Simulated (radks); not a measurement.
The numbers below are computed, except where a source is named.
Question: The table gives one normalised radial function P(r) = r R(r) of Cu2+ in [Ar] 3d9 (r in bohr). Level of theory: scalar-relativistic Kohn-Sham, PBE, spin-unpolarised, spherical densities, finite nucleus; Fermi nuclear charge, rms radius 3.8823 fm (a radial shooting solver on a logarithmic mesh with Libxc functionals).

r	P
0.004042	0.0000
0.004557	0.0000
0.005138	0.0000
0.005793	0.0001
0.006531	0.0001
0.007423	0.0001
0.00837	0.0002
0.009437	0.0002
0.01064	0.0003
0.012	0.0004
0.01353	0.0006
0.01525	0.0008
0.0172	0.0012
0.01954	0.0017
0.02204	0.0023
0.02484	0.0033
0.02801	0.0045
0.03158	0.0063
0.03561	0.0086
0.04015	0.0119
0.04527	0.0162
0.05145	0.0225
0.05801	0.0304
0.06541	0.0408
0.07375	0.0544
0.08315	0.0720
0.09375	0.0945
0.1057	0.1228
0.1192	0.1580
0.1355	0.2042
0.1527	0.2563
0.1722	0.3176
0.1942	0.3878
0.2189	0.4663
0.2468	0.5513
0.2783	0.6403
0.3138	0.7297
0.3566	0.8206
0.4021	0.8965
0.4533	0.9582
0.5111	1.0006
0.5763	1.0201
0.6498	1.0151
0.7326	0.9862
0.826	0.9360
0.9388	0.8632
1.059	0.7816
1.193	0.6920
1.346	0.5983
1.517	0.5046
1.711	0.4140
1.929	0.3295
2.175	0.2533
2.472	0.1831
2.787	0.1287
3.142	0.0857
3.543	0.0535

Which n and l does it have? It may be an empty orbital.

Answer: n = 3, l = 2: the number of nodes gives n - l - 1 = 0, the rise at small r (about r^(l+1)) gives l, and the extent must fit the shell. The curve is that of 3d. 3d: eigenvalue -29.628 eV, 0 radial nodes, <r> = 0.922 bohr, 90 % of the charge inside 1.60 bohr.
